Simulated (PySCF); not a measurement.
C2H10O2Si3, SMILES COC(=O)[SiH2][SiH2][SiH3], singlet (GFN2-xTB optimised geometry):

```
17

C      3.397     1.695     1.424
O      3.023     0.396     0.970
C      1.759     0.219     0.598
O      0.928     1.103     0.638
Si     1.391    -1.563     0.000
Si    -0.923    -1.563     0.000
Si    -1.854     0.566     0.000
H      3.295     2.419     0.612
H      4.432     1.622     1.745
H      2.755     2.002     2.252
H      2.187    -2.419     0.884
H      2.063    -1.639    -1.304
H     -1.372    -2.379    -1.143
H     -1.380    -2.363     1.153
H     -3.295     0.465    -0.295
H     -1.301     1.417    -1.051
H     -1.772     1.227     1.299
```

Method: PySCF with PBE/def2-SVP.

### Question
What are the frontier orbital energies and the dipole moment?

### Answer
HOMO-2 -7.41 eV, HOMO-1 -7.16 eV, HOMO -6.18 eV, LUMO -1.68 eV, LUMO+1 -1.12 eV; dipole moment 2.15 D.

On the same geometry PBE0/def2-SVP in PySCF gives HOMO-2 -8.79 eV, HOMO-1 -8.34 eV, HOMO -7.73 eV, LUMO -0.78 eV, LUMO+1 -0.35 eV; dipole moment 2.10 D.

Meta-Löwdin charges at PBE/def2-SVP: C1 -0.11, O2 -0.28, C3 0.28, O4 -0.41, Si5 0.29, Si6 0.08, Si7 0.23, H8 0.11, H9 0.12, H10 0.12, H11 -0.06, H12 -0.06, H13 -0.05, H14 -0.05, H15 -0.09, H16 -0.06, H17 -0.06.
